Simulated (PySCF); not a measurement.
## Molecular orbitals of PbI⁺

r²SCAN at R = 2.700 Å; PySCF, scalar-relativistic core potentials, basis sets Pb def2-SVP with ECP60, I def2-SVP with ECP28. State: ¹Σ⁺ (singlet), closed shell. Only the outer orbitals are listed, counted within each symmetry, core potentials removing the inner ones.

```
orbital  occ.  ε (eV)  on Pb (%)  main shells (%)
     7σ     2  -23.36         13   86 I s, 9 Pb s
     8σ     2  -19.06         83  83 Pb s, 10 I s
     9σ     2  -12.98         35  64 I p, 27 Pb p
     5π     2  -12.30         12  88 I p, 11 Pb p
     5π     2  -12.30         12  88 I p, 11 Pb p
     6π     0   -9.10         88  88 Pb p, 11 I p
     6π     0   -9.10         88  88 Pb p, 11 I p
    10σ     0   -6.55         75  72 Pb p, 24 I p
```

Problem. Which are the highest filled and the lowest empty level, where do they sit, and how wide is the gap?

Solution. Highest filled 5π at -12.30 eV (in %: 88 I p, 11 Pb p); lowest empty 6π at -9.10 eV (in %: 88 Pb p, 11 I p); the gap at r²SCAN is 3.20 eV.

The bond order (Mayer) is 1.67 and the ⟨S²⟩ is 0.000. The charge on Pb (Mulliken, basis-dependent) is 0.94. The charge on Pb (Löwdin, basis-dependent) is 0.77. The dipole moment (positive dipole points towards I; it is taken about the centre of mass and depends on that origin) is -3.63 D.

Spin–orbit coupling is left out, which matters for elements this heavy, above all for dissociation energies.
